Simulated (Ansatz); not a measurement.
```yaml
atoms:
  - { symbol: S, position_ang: [0.0000, 0.0000, 1.1900] }
  - { symbol: C, position_ang: [0.0000, 1.2400, -0.0100] }
  - { symbol: C, position_ang: [0.0000, -1.2400, -0.0100] }
  - { symbol: C, position_ang: [0.0000, 0.7100, -1.2700] }
  - { symbol: C, position_ang: [0.0000, -0.7100, -1.2700] }
  - { symbol: H, position_ang: [0.0000, 2.3079, 0.2085] }
  - { symbol: H, position_ang: [0.0000, -2.3079, 0.2085] }
  - { symbol: H, position_ang: [0.0000, 1.3131, -2.1780] }
  - { symbol: H, position_ang: [0.0000, -1.3131, -2.1780] }
```

Basis set: 6-31G* (spherical functions). Left uncorrelated: 9 orbitals. Charge 0, multiplicity 1.

Computed with Ansatz (development build ahead of 0.2.0); each method stands on the lowest determinant of its kind that the runs found. Restricted open shells among the atoms or ions are ROHF, correlated in semicanonical orbitals with singles.

(1) Give the atomization energy at this shape (free ground-state atoms in the same class of orbitals less the molecule, no zero-point energy) of singlet C4H4S by RHF-MP2, RHF.

Results:

(1)

```
 method  atomization energy
RHF-MP2     907.20 kcal/mol
    RHF     698.99 kcal/mol
```
